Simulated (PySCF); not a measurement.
# Computed records: Al2FH3O, C2H4AlB, Al2H2NO, AlBClH3N and others

Computed with PySCF 2.14.0. Calculation on a computer-drawn molecule: the log of a Hartree-Fock and frozen-core CCSD(T) single point meant for a local Hartree-Fock minimum, with one planted fault or none, to be diagnosed. Offsets are logged minus clean, where the clean run is the same molecule without the fault. The reference is restricted for singlets and unrestricted otherwise, and also for a bond in bohr or an excited solution. Adding or removing an electron swaps singlet and doublet. The excited solution moves the top pair (singlet) or top alpha electron (doublet) to the lowest empty orbital. Highest occupied and lowest empty are orbital energies over both spins, largest force is the largest gradient component, triples share is (T) over the correlation energy, the T1 limit is 0.02 restricted and 0.045 unrestricted, electrons count all cores, a negative frequency is imaginary (commonest isotopes), and the dipole is about the centre of nuclear charge.

Common to all runs: meant basis cc-pV(D+d)Z; logged SCF converged yes; possible faults no fault, one electron removed, one electron added, multiplicity raised by two, geometry at a saddle point, SCF held on an excited solution, minimal basis STO-3G, one bond length entered in bohr, all coordinates scaled.

```json
{"entry": 1, "formula": "Al2FH3O", "logged_structure": {"atoms_angstrom": [["F", 0.4097, 1.7046, 0.5279], ["Al", -1.2111, 1.5596, 0.8155], ["O", -1.91, 0.054, 0.6684], ["Al", -2.517, -1.5092, 0.493], ["H", -2.0013, 2.8443, 1.2105], ["H", -3.043, -1.9609, -0.9209], ["H", -2.5482, -2.4527, 1.7534]]}, "given": {"meant_charge": 0, "meant_multiplicity": 1, "logged_electrons": 46, "logged_basis_functions": 89, "logged_spin_squared": 2.011, "logged_highest_occupied [eV]": -5.2996, "logged_lowest_empty [eV]": -3.2733, "logged_largest_force [hartree/bohr]": 0.055984, "logged_T1_diagnostic": 0.052586, "logged_D1_diagnostic": 0.32799, "logged_triples_share": 0.023445, "logged_CC_converged": "yes", "logged_dipole_magnitude [debye]": 3.2296, "logged_SCF_stable_within_its_kind": "yes", "logged_energy_HF [hartree]": -659.86739, "logged_energy_CCSD(T) [hartree]": -660.40497, "drawn_bonds_atom": [1, 2, 3, 2, 4, 4], "drawn_bonds_other_atom": [2, 3, 4, 5, 6, 7], "drawn_bonds_order": [1, 1, 1, 1, 1, 1]}, "results": {"planted_fault": "multiplicity raised by two", "HF_energy_offset_from_clean_run [kcal/mol]": 134.9, "CCSD(T)_energy_offset_from_clean_run [kcal/mol]": 132.3}, "notes": ["T1 above single-reference limit"]}
{"entry": 2, "formula": "C2H4AlB", "logged_structure": {"atoms_angstrom": [["C", -2.0375, 1.4383, -1.6369], ["B", -1.4758, 1.5776, -0.2031], ["C", -1.1068, 1.8004, 1.1055], ["Al", -2.2626, 2.9319, 2.2202], ["H", -1.3263, 1.796, -2.3844], ["H", -2.9425, 2.0502, -1.7199], ["H", -2.3098, 0.4068, -1.8689], ["H", -0.2229, 1.4061, 1.6025]]}, "given": {"meant_charge": 0, "meant_multiplicity": 1, "logged_electrons": 34, "logged_basis_functions": 85, "logged_spin_squared": 2.0069, "logged_highest_occupied [eV]": -5.8612, "logged_lowest_empty [eV]": 0.44025, "logged_largest_force [hartree/bohr]": 0.017801, "logged_T1_diagnostic": 0.021534, "logged_D1_diagnostic": 0.08883, "logged_triples_share": 0.038557, "logged_CC_converged": "yes", "logged_dipole_magnitude [debye]": 2.0751, "logged_SCF_stable_within_its_kind": "yes", "logged_energy_HF [hartree]": -344.57644, "logged_energy_CCSD(T) [hartree]": -345.00898, "drawn_bonds_atom": [1, 2, 3, 1, 1, 1, 3], "drawn_bonds_other_atom": [2, 3, 4, 5, 6, 7, 8], "drawn_bonds_order": [1, 2, 1, 1, 1, 1, 1]}, "results": {"planted_fault": "multiplicity raised by two", "HF_energy_offset_from_clean_run [kcal/mol]": 31.88, "CCSD(T)_energy_offset_from_clean_run [kcal/mol]": 48.95}}
{"entry": 3, "formula": "Al2H2NO", "logged_structure": {"atoms_angstrom": [["O", -0.3499, 2.5643, 1.4615], ["Al", 0.1031, 1.1178, 1.0673], ["N", 0.624, -0.4397, 0.2965], ["Al", 0.9237, -0.9524, -1.3247], ["H", 0.769, -1.1688, 0.9906], ["H", 1.1836, -1.382, -2.7784]]}, "given": {"meant_charge": 1, "meant_multiplicity": 1, "logged_electrons": 41, "logged_basis_functions": 84, "logged_spin_squared": 0.7557, "logged_highest_occupied [eV]": -23.19, "logged_lowest_empty [eV]": -10.005, "logged_largest_force [hartree/bohr]": 0.12219, "logged_T1_diagnostic": 0.017341, "logged_D1_diagnostic": 0.03958, "logged_triples_share": 0.023916, "logged_CC_converged": "yes", "logged_dipole_magnitude [debye]": 5.9416, "logged_SCF_stable_within_its_kind": "yes", "logged_energy_HF [hartree]": -613.64366, "logged_energy_CCSD(T) [hartree]": -614.06747, "drawn_bonds_atom": [1, 2, 3, 3, 4], "drawn_bonds_other_atom": [2, 3, 4, 5, 6], "drawn_bonds_order": [2, 1, 1, 1, 1]}, "results": {"planted_fault": "one electron removed", "HF_energy_offset_from_clean_run [kcal/mol]": 263.0, "CCSD(T)_energy_offset_from_clean_run [kcal/mol]": 311.3}}
{"entry": 4, "formula": "AlBClH3N", "logged_structure": {"atoms_angstrom": [["N", -0.1182, 1.8422, -1.4004], ["Al", -1.3185, 0.9506, -0.1682], ["B", -2.1246, 2.0306, 1.7717], ["Cl", -3.8011, 3.0234, 1.6926], ["H", 0.2487, 2.8736, -1.3087], ["H", 0.2787, 1.3993, -2.323], ["H", -1.6164, 1.9361, 2.9767]]}, "given": {"meant_charge": 0, "meant_multiplicity": 2, "logged_electrons": 45, "logged_basis_functions": 89, "logged_spin_squared": 0.7865, "logged_highest_occupied [eV]": -8.3016, "logged_lowest_empty [eV]": 0.67838, "logged_largest_force [hartree/bohr]": 0.064696, "logged_T1_diagnostic": 0.022524, "logged_D1_diagnostic": 0.071025, "logged_triples_share": 0.030873, "logged_CC_converged": "yes", "logged_dipole_magnitude [debye]": 2.7372, "logged_SCF_stable_within_its_kind": "yes", "logged_energy_HF [hartree]": -782.29193, "logged_energy_CCSD(T) [hartree]": -782.79123, "drawn_bonds_atom": [1, 2, 3, 1, 1, 3], "drawn_bonds_other_atom": [2, 3, 4, 5, 6, 7], "drawn_bonds_order": [1, 1, 1, 1, 1, 1]}, "results": {"planted_fault": "all coordinates scaled, by +9.4 %", "HF_energy_offset_from_clean_run [kcal/mol]": 28.01, "CCSD(T)_energy_offset_from_clean_run [kcal/mol]": 22.07}}
{"entry": 5, "formula": "AlB2H4O", "logged_structure": {"atoms_angstrom": [["B", 0.8949, -1.7479, 0.1057], ["B", 0.0266, -0.4694, 0.8372], ["O", -0.6677, -0.6294, 1.984], ["Al", -1.6603, -0.6365, 3.3547], ["H", 0.3909, -2.4754, -0.7121], ["H", 2.0545, -1.9571, 0.3573], ["H", 0.0249, 0.6312, 0.3187], ["H", -0.9385, -0.3995, 4.7533]]}, "given": {"meant_charge": 0, "meant_multiplicity": 2, "logged_electrons": 35, "logged_basis_functions": 85, "logged_spin_squared": 0.9109, "logged_highest_occupied [eV]": -5.6843, "logged_lowest_empty [eV]": -1.5501, "logged_largest_force [hartree/bohr]": 0.026989, "logged_dipole_magnitude [debye]": 2.4923, "logged_SCF_stable_within_its_kind": "no", "logged_energy_HF [hartree]": -368.40424, "drawn_bonds_atom": [1, 2, 3, 1, 1, 2, 4], "drawn_bonds_other_atom": [2, 3, 4, 5, 6, 7, 8], "drawn_bonds_order": [1, 1, 1, 1, 1, 1, 1]}, "results": {"planted_fault": "SCF held on an excited solution", "HF_energy_offset_from_clean_run [kcal/mol]": 64.66}, "notes": ["coupled-cluster numbers left out as unreliable"]}
{"entry": 6, "formula": "B2H4OSi", "logged_structure": {"atoms_angstrom": [["B", -1.6248, 1.9271, -0.4689], ["Si", 0.2323, 2.1123, 0.1925], ["B", 0.6984, 0.157, -0.1904], ["O", 0.6399, -0.9265, 0.6157], ["H", -1.9279, 2.0785, -1.622], ["H", -2.5138, 1.7073, 0.3146], ["H", 1.1574, -0.0372, -1.2906], ["H", 0.2846, -0.7765, 1.4775]]}, "given": {"meant_charge": 0, "meant_multiplicity": 1, "logged_electrons": 36, "logged_basis_functions": 85, "logged_spin_squared": 2.0271, "logged_highest_occupied [eV]": -7.7503, "logged_lowest_empty [eV]": -0.18492, "logged_largest_force [hartree/bohr]": 0.029692, "logged_T1_diagnostic": 0.022673, "logged_D1_diagnostic": 0.075026, "logged_triples_share": 0.029193, "logged_CC_converged": "yes", "logged_dipole_magnitude [debye]": 1.4821, "logged_SCF_stable_within_its_kind": "yes", "logged_energy_HF [hartree]": -415.42603, "logged_energy_CCSD(T) [hartree]": -415.90242, "drawn_bonds_atom": [1, 2, 3, 1, 1, 3, 4], "drawn_bonds_other_atom": [2, 3, 4, 5, 6, 7, 8], "drawn_bonds_order": [1, 1, 1, 1, 1, 1, 1]}, "results": {"planted_fault": "multiplicity raised by two", "HF_energy_offset_from_clean_run [kcal/mol]": 16.94, "CCSD(T)_energy_offset_from_clean_run [kcal/mol]": 31.4}}
{"entry": 7, "formula": "B2H6NSi", "logged_structure": {"atoms_angstrom": [["B", -0.8881, 1.5808, 1.1454], ["N", -0.9716, 0.2325, 0.7083], ["B", -1.1142, -0.8175, 1.6779], ["Si", -0.9066, -0.2192, -1.0096], ["H", -0.7683, 2.5285, 0.419], ["H", -1.1625, -0.5621, 2.8456], ["H", -1.1842, -1.9569, 1.2986], ["H", 0.2428, -1.1177, -1.2433], ["H", -0.759, 1.0071, -1.8151], ["H", -2.1504, -0.9227, -1.3851]]}, "given": {"meant_charge": 0, "meant_multiplicity": 2, "logged_electrons": 38, "logged_basis_functions": 95, "logged_spin_squared": 0.0, "logged_highest_occupied [eV]": 0.75406, "logged_lowest_empty [eV]": 7.2939, "logged_largest_force [hartree/bohr]": 0.074174, "logged_T1_diagnostic": 0.019453, "logged_D1_diagnostic": 0.070547, "logged_triples_share": 0.031697, "logged_CC_converged": "yes", "logged_dipole_magnitude [debye]": 8.7256, "logged_SCF_stable_within_its_kind": "yes", "logged_energy_HF [hartree]": -396.18278, "logged_energy_CCSD(T) [hartree]": -396.70462, "drawn_bonds_atom": [1, 2, 2, 1, 3, 3, 4, 4, 4], "drawn_bonds_other_atom": [2, 3, 4, 5, 6, 7, 8, 9, 10], "drawn_bonds_order": [1, 1, 1, 1, 1, 1, 1, 1, 1]}, "results": {"planted_fault": "one electron added", "HF_energy_offset_from_clean_run [kcal/mol]": 49.08, "CCSD(T)_energy_offset_from_clean_run [kcal/mol]": 22.09}, "notes": ["highest electron not bound in this basis"]}
{"entry": 8, "formula": "ClF2Si", "logged_structure": {"atoms_angstrom": [["F", 0.1431, -3.5573, -0.1977], ["Si", -0.3154, -2.1033, -0.3825], ["F", 0.644, -1.2027, -1.1743], ["Cl", -1.9736, -1.4561, 0.3273]]}, "given": {"meant_charge": 1, "meant_multiplicity": 1, "logged_electrons": 48, "logged_basis_functions": 74, "logged_spin_squared": 0.0, "logged_highest_occupied [eV]": -12.152, "logged_lowest_empty [eV]": -15.196, "logged_largest_force [hartree/bohr]": 0.36104, "logged_CC_converged": "no", "logged_dipole_magnitude [debye]": 8.372, "logged_SCF_stable_within_its_kind": "no", "logged_energy_HF [hartree]": -946.43268, "drawn_bonds_atom": [1, 2, 2], "drawn_bonds_other_atom": [2, 3, 4], "drawn_bonds_order": [1, 1, 1]}, "results": {"planted_fault": "SCF held on an excited solution", "HF_energy_offset_from_clean_run [kcal/mol]": 445.5}, "notes": ["CCSD not converged"]}
```
